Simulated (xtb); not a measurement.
C₄H₆O₄Zn (SMILES CC1[O][Zn]2([O]C(C)=[O]->2)<-[O]=1), singlet, geometry from GFN2-xTB (such geometries of metal compounds can be far from the true shape); xtb 6.7.1 with GFN1-xTB.

Here is a job for xtb.
```
$ xtb mol.xyz --gfn 1 --grad --json

# file mol.xyz
15

Zn    -0.00213218    -0.00048230    -0.00043732
C      0.08934617     2.30448338    -2.97259434
C      0.06009732     1.38124227    -1.78941451
O     -0.46857821     0.24796281    -1.88649319
O      0.55172751     1.74434914    -0.69403404
H      0.96313590     2.94601111    -2.91637612
H      0.08149978     1.72611245    -3.89097181
H     -0.80395332     2.92537882    -2.93898522
C     -0.08766604    -2.30410334     2.97293894
C     -0.05001408    -1.37896146     1.79148265
O     -0.99391024    -0.57877535     1.58652740
O      0.91903789    -1.41166436     0.99569749
H      0.92365326    -2.51922243     3.30336872
H     -0.67811424    -1.86106568     3.76860234
H     -0.55905197    -3.23368843     2.65942406
```

Output, abridged:

```
   ID    Z sym.   atoms
    1   30 Zn     1
    2    6 C      2, 3, 9, 10
    3    8 O      4, 5, 11, 12
    4    1 H      6-8, 13-15

           -------------------------------------------------
          |                Calculation Setup                |
           -------------------------------------------------

           -------------------------------------------------
          |                 G F N 1 - x T B                 |
           -------------------------------------------------

          ...................................................
          :                      SETUP                      :
          :.................................................:
          :  # basis functions                  48          :
          :  # atomic orbitals                  48          :
          :  # shells                           30          :
          :  # electrons                        48          :
          :  # halogen bonds                     0          :
          :  max. iterations                   250          :
          :  Hamiltonian                  GFN1-xTB          :
          :  restarted?                      false          :
          :  GBSA solvation                  false          :
          :  PC potential                    false          :
          :  electronic temp.          300.0000000     K    :
          :  accuracy                    1.0000000          :
          :  -> integral cutoff          0.2500000E+02      :
          :  -> integral neglect         0.1000000E-07      :
          :  -> SCF convergence          0.1000000E-05 Eh   :
          :  -> wf. convergence          0.2000000E-04 e    :
          :  Broyden damping             0.4000000          :
          :  net charge                          0          :
          :  unpaired electrons                  0          :
          ...................................................

 iter      E             dE          RMSdq      gap      omega  full diag
   1    -31.3380600 -0.313381E+02  0.848E+00    5.41       0.0  T
   2    -31.6062895 -0.268230E+00  0.476E+00    5.70       1.0  T
   3    -31.6092341 -0.294457E-02  0.217E+00    5.77       1.0  T
   4    -31.6141436 -0.490950E-02  0.147E-01    5.81       1.0  T
   5    -31.6143582 -0.214576E-03  0.758E-02    5.79       1.0  T
   6    -31.6144580 -0.997771E-04  0.260E-03    5.80       9.9  T
   7    -31.6144581 -0.133860E-06  0.762E-04    5.80      33.9  T
[...]
         :: total energy             -31.370421492034 Eh    ::
[...]
     6H     0.05898  0.11476   0.941  0.000  0.000
     7H     0.05859  0.11445   0.941  0.000  0.000
     8H     0.06549  0.12014   0.935  0.000  0.000
     9C    -0.11599 -0.25718   1.014  3.102  0.000
    10C     0.59466  0.62842   0.980  2.425  0.000
    11O    -0.53664 -0.63644   1.697  4.839  0.000
    12O    -0.53655 -0.63649   1.697  4.840  0.000
    13H     0.05898  0.11476   0.941  0.000  0.000
    14H     0.05859  0.11445   0.941  0.000  0.000
    15H     0.06549  0.12014   0.935  0.000  0.000

Wiberg/Mayer (AO) data.
largest (>0.10) Wiberg bond orders for each atom

 ---------------------------------------------------------------------------
     #   Z sym  total        # sym  WBO       # sym  WBO       # sym  WBO
 ---------------------------------------------------------------------------
     1  30 Zn   1.844 --    12 O    0.421     5 O    0.421    11 O    0.421
                             4 O    0.421
     2   6 C    3.984 --     7 H    0.981     6 H    0.980     3 C    0.972
                             8 H    0.961
     3   6 C    3.838 --     4 O    1.411     5 O    1.411     2 C    0.972
     4   8 O    2.101 --     3 C    1.411     1 Zn   0.421     5 O    0.180
     5   8 O    2.101 --     3 C    1.411     1 Zn   0.421     4 O    0.180
     6   1 H    1.003 --     2 C    0.980
     7   1 H    1.004 --     2 C    0.981
     8   1 H    1.000 --     2 C    0.961
     9   6 C    3.984 --    14 H    0.981    13 H    0.980    10 C    0.972
                            15 H    0.961
    10   6 C    3.838 --    11 O    1.411    12 O    1.411     9 C    0.972
    11   8 O    2.101 --    10 C    1.411     1 Zn   0.421    12 O    0.180
    12   8 O    2.101 --    10 C    1.411     1 Zn   0.421    11 O    0.180
    13   1 H    1.003 --     9 C    0.980
    14   1 H    1.004 --     9 C    0.981
    15   1 H    1.000 --     9 C    0.961
 ---------------------------------------------------------------------------

Topologies differ in total number of bonds
Writing topology from bond orders to xtbtopo.mol

 dipole moment from electron density (au)
     X       Y       Z
  -0.0467  -0.0106  -0.0096  total (Debye):    0.124

           -------------------------------------------------
          | TOTAL ENERGY              -31.370421492034 Eh   |
          | GRADIENT NORM               0.022942954146 Eh/α |
          | HOMO-LUMO GAP               5.799990058814 eV   |
           -------------------------------------------------

normal termination of xtb
```
